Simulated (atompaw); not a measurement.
**Pseudopotential generation for Nb: PAW (atompaw), PBE, scalar-relativistic.**

niobium (Nb), PAW, made with atompaw 4.2.0.5 (PBE, scalar-relativistic). Core [Ar] 3d10 4s2, reference 4p6 4d4 5s0.75 5p0.25. Waves: 5s (bound): rc 3.00 bohr; 5s channel at 1.5 Ry: rc 3.00 bohr; 4p (bound): rc 1.60 bohr; 5p (bound): rc 2.00 bohr; 4d (bound): rc 3.00 bohr; 4d channel at 2.9 Ry: rc 1.70 bohr. Local part: ultrasoft scheme with l = 3 at 0.5 Ry, radius 2.80 bohr. Core correction: smooth core density matched at 3.00 bohr. Augmentation charge: sinc compensation charge, radius 2.40 bohr; PAW radius 3.00 bohr; waves and projectors: custom rrkj gramschmidtortho.

All-electron outer shells of the reference configuration (PBE, scalar-relativistic, ld1.x):

```json
{"shell": "3d", "level (eV)": "-196.61", "outermost node (bohr)": "–", "outermost maximum (bohr)": "0.33"}
{"shell": "4s", "level (eV)": "-58.72", "outermost node (bohr)": "0.53", "outermost maximum (bohr)": "1.04"}
{"shell": "4p", "level (eV)": "-34.85", "outermost node (bohr)": "0.54", "outermost maximum (bohr)": "1.12"}
{"shell": "5s", "level (eV)": "-4.20", "outermost node (bohr)": "1.41", "outermost maximum (bohr)": "3.08"}
{"shell": "4d", "level (eV)": "-3.34", "outermost node (bohr)": "0.55", "outermost maximum (bohr)": "1.49"}
{"shell": "5p", "level (eV)": "-1.29", "outermost node (bohr)": "1.62", "outermost maximum (bohr)": "4.21"}
```

**Question.** Estimate the cutoffs (Ry, on a coarse ladder) from which the occupation-weighted sum of valence levels, in a spherical-Bessel basis at the reference potential, stays within 10 and 1 mRy of its value at 400 Ry.

**Answer.** 30 Ry and 55 Ry.

**Question.** What does a ghost test show?

**Answer.** No extra level below or beside the all-electron valence levels (s, p, d, f tested). The logarithmic derivative shows an extra or strongly shifted pseudo pole above the reference energy (p near 1.80 Ry).

**Question.** Is the overlap operator S = 1 + Σ q|β⟩⟨β| positive definite (Bessel basis up to 400 Ry)?

**Answer.** Yes: its lowest eigenvalue is 0.14 (p channel).
